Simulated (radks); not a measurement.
Tm2+, 67 electrons, occupied as [Xe] 4f13. Method: scalar-relativistic Kohn-Sham, Slater X-alpha with alpha = 0.562, spin-unpolarised, spherical densities, finite nucleus; Fermi nuclear charge, rms radius 5.2256 fm; computed with a radial shooting solver on a logarithmic mesh with Libxc functionals.

Normalised radial functions P(r) = r R(r), r in bohr:

```
   r/bohr * 4d, o 5p (the largest magnitude, 1.37, reaches the edge; | marks zero, & curves that meet)
 0.001691                             &
 0.002563                             &
 0.003916                             &
 0.005936                             &
 0.008998                             *o
  0.01375                             * o
  0.02084                             |* o
   0.0316                             | * o
  0.04828                             |   o*
  0.07319                             | o        *
   0.1118                          o  |               *
   0.1695                       o     |             *
    0.257                          *  o
   0.3927    *                        |        o
   0.5953  *                          |  o
   0.9024               *o            |
    1.379           o              *  |
     2.09                  o          *
    3.194                          o  *
    4.842                             &
```

4d: eigenvalue -180.77 eV, 1 radial node at r = 0.241 bohr, <r> = 0.574 bohr, 90 % of the charge inside 0.865 bohr. 5p: eigenvalue -38.525 eV, 3 radial nodes at r = 0.0864, 0.253, 0.637 bohr, <r> = 1.48 bohr, 90 % of the charge inside 2.19 bohr.
